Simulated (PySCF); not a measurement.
Gas-phase reaction: SnI4 + 3 SnCl4 → 4 SnCl3 + 2 I2

Energies from PySCF, thermal terms from the rigid-rotor harmonic-oscillator model, ideal gas at 1 bar. † marks an energy on the PBE0/def2-TZVP geometry and frequencies; other levels use their own. MP2 and CCSD(T) freeze the core. Open shells (unrestricted): SnCl3 (multiplicity 2); the rest are closed-shell singlets. I, Sn: scalar-relativistic def2 core potential, no spin-orbit coupling. SnCl3: computed as isolated molecules; such fragments, hydroxides, amides, oligomers or adducts are transient or little studied in the gas. MP2 isn't extrapolated to the basis-set limit; its ΔH°(298 K) is 748.2 kJ in def2-SVP and 754.2 kJ in def2-TZVPP. CCSD(T) isn't extrapolated to the basis-set limit. The harmonic model lacks anharmonicity and excited electronic states, which grow with temperature; levels with a mode under 35 cm⁻¹ are left out. Soft modes under 120 cm⁻¹ make the harmonic entropy rough for SnI4, SnCl4, SnCl3.

```tsv
level	ΔE electronic, kJ	ΔH°(298 K), kJ	ΔS°(298 K), J/K	ΔG°(2000 K), kJ
BLYP/def2-TZVP†	466	456	374	-244
CCSD(T)/def2-SVP†	707	697	374	-3
HF/def2-TZVP†	572	563	374	-137
MP2/def2-SVP†	758	748	374	48
PBE/def2-TZVP†	550	540	374	-160
PBE0/def2-QZVP†	611	601	374	-99
PBE0/def2-SVP†	624	614	374	-86
PBE0/def2-TZVP	616	606	374	-94
ωB97X-V/def2-TZVP†	690	681	374	-20
```
ΔH° is lowest at BLYP/def2-TZVP† and highest at MP2/def2-SVP†. No reference value is set beside these.
